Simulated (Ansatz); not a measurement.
Born–Oppenheimer molecular dynamics of H₂OSTe (5 atoms, charge 0, multiplicity 1). It starts from a relaxed structure.

Level of theory: Ansatz, RKS B3LYP/def2-SVP.

```yaml
ensemble: NVT, Langevin thermostat
time_step: 0.5 fs
steps_asked: 300
set_temperature: 100 K
friction: 0.02 /fs
seed: 254955
```

First frame:

```xyz
5
Properties=species:S:1:pos:R:3
O -1.062 -1.137 -0.205
S -0.876 0.333 0.597
Te 1.216 1.293 -0.201
H -1.498 -0.951 -1.052
H 2.220 0.463 0.861
```

(1) How far do the bonds stretch over the last three quarters of this one trajectory? (Pairs bonded in most of those frames.)

Answers

(1) 
```json
{"bond": "O1–S2", "mean (Å)": "1.681", "spread (Å)": "0.008", "shortest": "1.66", "longest": "1.69"}
{"bond": "O1–H4", "mean (Å)": "0.971", "spread (Å)": "0.010", "shortest": "0.95", "longest": "0.99"}
{"bond": "S2–Te3", "mean (Å)": "2.475", "spread (Å)": "0.033", "shortest": "2.43", "longest": "2.53"}
{"bond": "Te3–H5", "mean (Å)": "1.682", "spread (Å)": "0.026", "shortest": "1.63", "longest": "1.73"}
```

Mean temperature of the second half: 80 K. The mean temperature of the second half is 20 % below the set value. A run of 0.15 ps of so small a system gives no equilibrium averages.

Run time: 6.7 min on 1 thread of Intel(R) Xeon(R) 6975P-C (Granite Rapids), with other jobs on the host, peak memory 0.15 GiB.
